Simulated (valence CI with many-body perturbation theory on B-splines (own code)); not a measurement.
## Pd¹³⁺: electric-dipole lines

Calculated by relativistic CI+MBPT: five valence electrons over a frozen Dirac-Fock core [Ar] 3d10, a basis of 11 s, 11 p, 10 d, 8 f, 5 g, 2 h functions for each j, with the one-electron correlation potential Σ1, the two-electron term Σ2, the three-electron term Σ3, Breit, model QED; selected CI, second order for the rest, scaled by the run's own slope (own B-spline code, finite nucleus).

No measured levels were compared; by estimate levels hold to about 250 cm⁻¹ or 0.2 % of their energy and the worst to 1 %, as in measured heavy ions of charge 2 to 7; those with d or f electrons hold less well. Among the levels kept, up to 2300 cm⁻¹ of a level comes from second order outside the variational space, and about a tenth of that is noise between levels of different J, which matters for small intervals.

Lines 101 to 150 of 544 in falling wavelength, among levels below 1112000 cm⁻¹, chosen from the strongest by gf and those to the six lowest levels. Wavelengths and rates use the calculated energies, so an error of 900 cm⁻¹ moves a line at 262.6 Å by 0.24 % and its rate by three times that or more. Electric multipoles are in the length gauge with retardation, E1 and E2 with the static RPA response of the core. Weak lines are less certain than strong ones. Lines between different terms over intervals too small for the method are left out, as are lines whose strength nearly cancels. Where a level lies close to another of its J and parity, the split of strength between their lines is uncertain. The highest levels of a list are the least certain.

Names give the largest LS component (configuration and term), which can be under half, so a name can repeat, a term be missing and a line seem to break the LS rules; names also repeat where a configuration has a term twice. Letters in brackets count levels of one name in rising energy.

| λ vac (Å) | Upper | Lower | A (s⁻¹) | S (a.u.) with core polarisation | S without |
| --- | --- | --- | --- | --- | --- |
| 262.6 | 4s4p³4d ²F°_5/2 [b] | 4s²4p²4d ²F_7/2 [b] | 4.61e+09 | 2.47e-01 | 2.71e-01 |
| 261.3 | 4s4p³4d ²P°_3/2 [d] | 4s²4p²4d ²D_5/2 [b] | 8.59e+09 | 3.02e-01 | 3.32e-01 |
| 261.2 | 4s4p³4d ⁴D°_5/2 [c] | 4s²4p²4d ²F_7/2 [a] | 7.74e+09 | 4.09e-01 | 4.48e-01 |
| 260.1 | 4s4p⁴ ²S_1/2 | 4s²4p³ ²D°_3/2 | 1.51e+10 | 2.62e-01 | 2.87e-01 |
| 257.7 | 4s4p⁴ ²D_5/2 | 4s²4p³ ⁴S°_3/2 | 4.93e+07 | 2.50e-03 | 2.72e-03 |
| 257.6 | 4s4p³4d ²G°_7/2 [b] | 4s²4p²4d ²F_7/2 [a] | 3.03e+09 | 2.05e-01 | 2.25e-01 |
| 257.1 | 4s4p³4d ²F°_5/2 [a] | 4s²4p²4d ⁴D_5/2 | 2.95e+09 | 1.48e-01 | 1.62e-01 |
| 256.8 | 4s4p³4d ⁴D°_5/2 [c] | 4s²4p²4d ⁴F_7/2 | 1.00e+10 | 5.03e-01 | 5.52e-01 |
| 256.2 | 4s4p³4d ²P°_1/2 [d] | 4s²4p²4d ²D_3/2 [b] | 1.71e+10 | 2.83e-01 | 3.11e-01 |
| 255.6 | 4p⁵ ²P°_3/2 | 4s4p⁴ ⁴P_5/2 | 1.34e+09 | 4.42e-02 | 4.85e-02 |
| 255.0 | 4s4p⁴ ²P_3/2 | 4s²4p³ ²D°_3/2 | 1.07e+09 | 3.52e-02 | 3.87e-02 |
| 254.8 | 4s²4p²4d ⁴D_1/2 | 4s²4p³ ²P°_3/2 | 3.67e+09 | 5.99e-02 | 6.56e-02 |
| 253.8 | 4s²4p²4d ⁴D_3/2 | 4s²4p³ ²P°_3/2 | 4.10e+08 | 1.32e-02 | 1.45e-02 |
| 253.0 | 4s4p³4d ²F°_5/2 [b] | 4s²4p²4d ²G_7/2 | 9.39e+09 | 4.50e-01 | 4.93e-01 |
| 252.5 | 4s4p³4d ⁴D°_7/2 [d] | 4s²4p²4d ⁴F_9/2 | 2.95e+10 | 1.87e+00 | 2.05e+00 |
| 250.4 | 4s4p³4d ²F°_7/2 [d] | 4s²4p²4d ²G_9/2 | 2.06e+10 | 1.28e+00 | 1.40e+00 |
| 249.2 | 4s4p³4d ⁴D°_3/2 [c] | 4s²4p²4d ²F_5/2 | 9.55e+09 | 2.92e-01 | 3.20e-01 |
| 248.8 | 4s4p³4d ²D°_5/2 [c] | 4s²4p²4d ²G_7/2 | 3.68e+09 | 1.68e-01 | 1.84e-01 |
| 248.5 | 4s4p³4d ²P°_1/2 [b] | 4s²4p²4d ⁴D_3/2 | 8.48e+09 | 1.28e-01 | 1.41e-01 |
| 247.1 | 4s4p³4d ⁴D°_7/2 [d] | 4s²4p²4d ²F_7/2 [a] | 3.11e+09 | 1.85e-01 | 2.04e-01 |
| 246.9 | 4s²4p4d² ⁴G°_5/2 | 4s²4p²4d ²F_7/2 [b] | 2.78e+09 | 1.24e-01 | 1.35e-01 |
| 245.8 | 4s²4p4d² ⁴G°_7/2 | 4s²4p²4d ²G_9/2 | 9.68e+09 | 5.68e-01 | 6.21e-01 |
| 244.3 | 4s4p³4d ²F°_7/2 [d] | 4s²4p²4d ²F_7/2 [b] | 3.88e+09 | 2.24e-01 | 2.46e-01 |
| 244.0 | 4s²4p²4d ⁴D_5/2 | 4s²4p³ ²P°_3/2 | 1.45e+08 | 6.24e-03 | 6.86e-03 |
| 243.1 | 4s4p³4d ⁴D°_7/2 [d] | 4s²4p²4d ⁴F_7/2 | 7.25e+09 | 4.11e-01 | 4.51e-01 |
| 243.1 | 4s4p³4d ⁴D°_5/2 [c] | 4s²4p²4d ⁴F_5/2 | 4.82e+09 | 2.05e-01 | 2.24e-01 |
| 242.4 | 4s²4p²4d ⁴F_3/2 | 4s²4p³ ²D°_5/2 | 1.12e+09 | 3.16e-02 | 3.46e-02 |
| 241.7 | 4s4p³4d ²D°_3/2 [c] | 4s²4p²4d ⁴D_5/2 | 7.94e+09 | 2.21e-01 | 2.42e-01 |
| 239.1 | 4s4p³4d ²F°_7/2 [b] | 4s²4p²4d ⁴F_9/2 | 4.48e+09 | 2.42e-01 | 2.65e-01 |
| 238.5 | 4s4p³4d ⁴D°_5/2 [e] | 4s²4p²4d ⁴F_7/2 | 1.06e+10 | 4.25e-01 | 4.65e-01 |
| 238.5 | 4s²4p4d² ⁴G°_5/2 | 4s²4p²4d ²G_7/2 | 7.24e+09 | 2.91e-01 | 3.17e-01 |
| 238.2 | 4s4p³4d ²D°_3/2 [b] | 4s²4p²4d ⁴F_3/2 | 4.38e+09 | 1.17e-01 | 1.28e-01 |
| 237.1 | 4s4p³4d ²D°_5/2 [d] | 4s²4p²4d ²F_7/2 [b] | 1.17e+10 | 4.61e-01 | 5.03e-01 |
| 236.2 | 4s²4p4d² ⁴F°_5/2 | 4s²4p²4d ²F_7/2 [c] | 3.00e+09 | 1.17e-01 | 1.28e-01 |
| 235.5 | 4s4p⁴ ²S_1/2 | 4s²4p³ ⁴S°_3/2 | 2.80e+09 | 3.60e-02 | 3.94e-02 |
| 235.4 | 4s4p³4d ⁴D°_3/2 [d] | 4s²4p²4d ²F_5/2 | 7.48e+09 | 1.93e-01 | 2.11e-01 |
| 235.3 | 4s²4p²4d ²P_3/2 [a] | 4s²4p³ ²P°_3/2 | 1.49e+09 | 3.83e-02 | 4.20e-02 |
| 235.3 | 4s²4p²4d ⁴F_5/2 | 4s²4p³ ²D°_5/2 | 3.06e+08 | 1.18e-02 | 1.28e-02 |
| 235.2 | 4s4p³4d ⁶D°_3/2 | 4s4p⁴ ⁴P_5/2 | 7.83e+08 | 2.01e-02 | 2.17e-02 |
| 234.8 | 4s4p³4d ⁶D°_5/2 | 4s4p⁴ ⁴P_5/2 | 7.53e+08 | 2.88e-02 | 3.10e-02 |
| 234.5 | 4s²4p²4d ⁴D_1/2 | 4s²4p³ ²P°_1/2 | 6.76e+08 | 8.60e-03 | 9.43e-03 |
| 234.0 | 4s²4p²4d ⁴F_3/2 | 4s²4p³ ²D°_3/2 | 2.07e+09 | 5.24e-02 | 5.71e-02 |
| 234.0 | 4s4p³4d ⁶D°_7/2 | 4s4p⁴ ⁴P_5/2 | 2.53e+08 | 1.28e-02 | 1.36e-02 |
| 233.6 | 4s²4p²4d ⁴D_3/2 | 4s²4p³ ²P°_1/2 | 5.54e+08 | 1.40e-02 | 1.53e-02 |
| 232.8 | 4s4p³4d ²P°_3/2 [b] | 4s²4p²4d ²P_3/2 [a] | 5.46e+09 | 1.36e-01 | 1.49e-01 |
| 232.4 | 4s²4p²4f ⁴F°_5/2 | 4s²4p²4d ²F_7/2 [c] | 5.18e+09 | 1.92e-01 | 2.10e-01 |
| 231.3 | 4s4p⁴ ²P_3/2 | 4s²4p³ ⁴S°_3/2 | 1.37e+09 | 3.35e-02 | 3.68e-02 |
| 229.9 | 4s4p⁴ ²P_1/2 | 4s²4p³ ²D°_3/2 | 3.67e+09 | 4.40e-02 | 4.82e-02 |
| 229.8 | 4s²4p4d² ²H°_9/2 | 4s²4p²4d ²G_9/2 | 2.33e+09 | 1.40e-01 | 1.52e-01 |
| 228.0 | 4s²4p²4f ²D°_3/2 [b] | 4s²4p²4d ²D_5/2 [d] | 7.70e+09 | 1.80e-01 | 1.96e-01 |
